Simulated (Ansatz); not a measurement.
Reactions of `[SiH3]O[SiH2]O[SiH3]`.

Gas-phase electronic energies from Ansatz, PBE0-D4/def2-TZVP geometries. CCSD(T)/CBS adds triple-zeta CCSD(T) − MP2 to the extrapolated MP2 energy (def2 sets, frozen cores). This one scheme is used for every species. DFT in def2-TZVPP. Each species was taken in one conformer, which may not be the lowest.

```
                                                    reaction  r2SCAN-D4 (kJ/mol)  PBE-D4 (kJ/mol)  ωB97M-V (kJ/mol)  LDA (SPW92) (kJ/mol)  CCSD(T)/CBS(def2) (kJ/mol)
           `[SiH3]O[SiH2]O[SiH3]` → silanol + `[SiH]O[SiH3]`                 338              304               315                   327                         326
   `[SiH3]O[SiH2]O[SiH3]` + H–F → `F[SiH2]O[SiH3]` + silanol                 -28              -25               -26                   -27                         -21
`[SiH3]O[SiH2]O[SiH3]` + CH₃OH → `CO[SiH2]O[SiH3]` + silanol                  15               14                15                    10                          17
          `[SiH3]O[SiH2]O[SiH3]` → H₂ + `[SiH3]O[Si]O[SiH3]`                 171              148               155                   170                         165
```

Largest T1 diagnostic: 0.014, for `[SiH]O[SiH3]`.
